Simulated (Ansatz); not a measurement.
Reaction (substitution at a C–Ge bond): `[CH3][GeH]([SiH3])[Cl]` + `[OH][Zr]([F])([F])[Br]` → `C[O][Zr]([F])([F])[Br]` + `[SiH3][GeH2][Cl]`

Computed with Ansatz on PBE0-D4/def2-TZVP structures; ΔE is electronic, products minus reactants. CCSD(T)/CBS adds triple-zeta CCSD(T) − MP2 to the extrapolated MP2 energy (def2 sets, frozen cores). Functionals use def2-TZVPP. B3LYP here is the variant with VWN-RPA as its local correlation; programs differ in this. HSE06 is defined as in plane-wave codes. Elements past krypton have def2 core potentials. For Br, Ge, Zr outer-core shells are correlated without core-valence functions, which leaves a few kJ/mol of doubt a bond. Scalar relativity is left out up to krypton. Each species was taken in one conformer, which may not be the lowest.

(1) Is it downhill or uphill in electronic energy at CCSD(T)/CBS, and by how much? (Estimate.)

(2) What do these levels give: r2SCAN-D4, B3LYP-D4, r2SCANh-D4, CAM-B3LYP-D4, PBE, revPBE, BLYP, HSE06, LC-ωPBE, RPA@PBE/def2-TZVPP, CCSD/def2-TZVPP, HF/CBS(def2)? (Best estimate.)

(3) What do rigid-rotor, harmonic-oscillator terms from PBE0-D4/def2-TZVP frequencies (298.15 K, 1 bar) make of the CCSD(T)/CBS value? (Estimate.)

Largest T1 diagnostic among the species: 0.015.

Answers

(1) Ansatz gave: Uphill: ΔE = +82.5 kJ/mol.

(2) Computed: r2SCAN-D4 78.0, B3LYP-D4 72.1, r2SCANh-D4 78.8, CAM-B3LYP-D4 71.9, PBE 72.7, revPBE 71.2, BLYP 65.4, HSE06 75.3, LC-ωPBE 78.1, RPA@PBE/def2-TZVPP 70.5, CCSD/def2-TZVPP 77.8, HF/CBS(def2) 63.5 kJ/mol.

(3) The calculation gave: ΔZPE = +0.8 kJ/mol, ΔH = +82.1 kJ/mol, ΔS = 6 J/(mol·K), ΔG = +80.2 kJ/mol. Modes under 50 cm⁻¹ make the entropy rough.

In def2-TZVPP, CCSD(T) changes the Hartree–Fock value by +13.5 kJ/mol (the triples alone add +0.5 kJ/mol) and MP2 by +20.9 kJ/mol. From BLYP to BHLYP (50 % exact exchange), in def2-TZVPP and without D4, ΔE moves by +4.3 kJ/mol.
